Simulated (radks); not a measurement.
Q: These are the eigenvalues of the occupied orbitals of an atom or ion with whole-number occupations (Ry). Calculated with a radial shooting solver on a logarithmic mesh with Libxc functionals: scalar-relativistic Kohn-Sham, PBE, spin-polarised, spherical densities, point nucleus.

| orbital | eigenvalue |
|---|---|
| 1s up | -3311.680 |
| 1s down | -3311.677 |
| 2s up | -540.6579 |
| 2s down | -540.6554 |
| 2p up | -483.0487 |
| 2p down | -483.0460 |
| 3s up | -120.2147 |
| 3s down | -120.1552 |
| 3p up | -102.1312 |
| 3p down | -102.0717 |
| 3d up | -77.33941 |
| 3d down | -77.29301 |
| 4s up | -26.06384 |
| 4s down | -25.91711 |
| 4p up | -20.08103 |
| 4p down | -19.93484 |
| 4d up | -11.62011 |
| 4d down | -11.47459 |
| 5s up | -4.67938 |
| 5s down | -4.59695 |
| 5p up | -3.04679 |
| 5p down | -2.98117 |
| 4f up | -2.46350 |
| 6s up | -0.68098 |
| 6p up | -0.34897 |
| 6p down | -0.24533 |

Which element is it, and in what charge state? The configuration may be excited. Open shells, if any, are filled with parallel spins first.

A: Z = 61, promethium, charge 0: Pm in [Xe] 4f2 6s1 6p4. The list shows which subshells hold electrons but not how many an open one holds; the 1s level, -1655.8 hartree, gives Z - s = 57.5 by -(Z - s)^2/2, which with screening and relativity narrows Z to a few neighbours, and the depths of the outer levels then fix element, charge and occupations together.
